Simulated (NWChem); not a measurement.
System: SiNH$_{3}$ClF; SMILES N[Si@H](F)Cl

All runs: NWChem. Each level has its own optimisation; frequencies are unscaled. One conformer.

| level | r N–Si (Å) | r H–N (Å) | r F–Si (Å) | r Cl–Si (Å) | highest harmonic frequency (cm⁻¹) | lowest (cm⁻¹) | zero-point energy (kcal/mol) | dipole (D) |
|---|---|---|---|---|---|---|---|---|
| LDA (Slater exchange, VWN5)/def2-SVP | 1.693 | 1.023 | 1.620 | 2.047 | 3615 | 139 | 24.1 | 2.65 |
| Hartree-Fock/3-21G | 1.701 | 1.001 | 1.620 | 2.161 | 3845 | 114 | 26.8 | 4.35 |
| PBE0/def2-SVP | 1.697 | 1.013 | 1.622 | 2.054 | 3729 | 145 | 24.9 | 2.69 |
